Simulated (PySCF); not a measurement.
Correlation energy of C⁺ (carbon, charge +1)

[He] 2s1 2p1 3s1, high-spin 4P determinant (an excited configuration). All numbers are calculated (PySCF 2.14, scalar relativity by spin-free X2C-1e, in dyall-acv3z (15s9p4d2f, 76 functions)). Frozen: nothing; 5 electrons correlated; the 5 highest virtual orbitals of each spin left out.

```
  level  correlation energy (mhartree)
   CCSD                         -60.48
    (T)                          -0.20
CCSD(T)                         -60.68
```

Diagnostics: T1 = 0.0065, D1 = 0.0199, largest double amplitude 0.049.

Problem. Is a single reference adequate?

Solution. Yes: T1 lies below 0.03 and no double amplitude reaches 0.07.
